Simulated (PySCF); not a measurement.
# Trend along the chalcogens: MPb molecules

PBE0 with triple-zeta basis sets in PySCF, for the lowest determinant that a PBE0 search found; no spin–orbit coupling. De refers to high-spin ground-configuration atoms. A positive dipole means M(−)Pb(+).

| M | basis | state (unpaired electrons) | Re (Å) | ωe (cm⁻¹) | De (eV) | μ (D) |
| --- | --- | --- | --- | --- | --- | --- |
| O | x2c-TZVPPall | singlet (closed shell) | 1.900 | 793 | 4.71 | 4.63 |
| S | def2-TZVPP | singlet (closed shell) | 2.282 | 454 | 4.62 | 4.15 |
| Se | def2-TZVPP | singlet (closed shell) | 2.402 | 294 | 4.30 | 3.92 |

The shortest bond is that of PbO (1.900 Å), the longest that of PbSe (2.402 Å).

The rows differ in basis set, which adds steps of its own.

Down a group the atoms grow and get heavier, so bonds lengthen and wavenumbers fall; this series shows no clear exception.

These are scalar-relativistic numbers at best; spin–orbit coupling would shift them, the dissociation energy most.
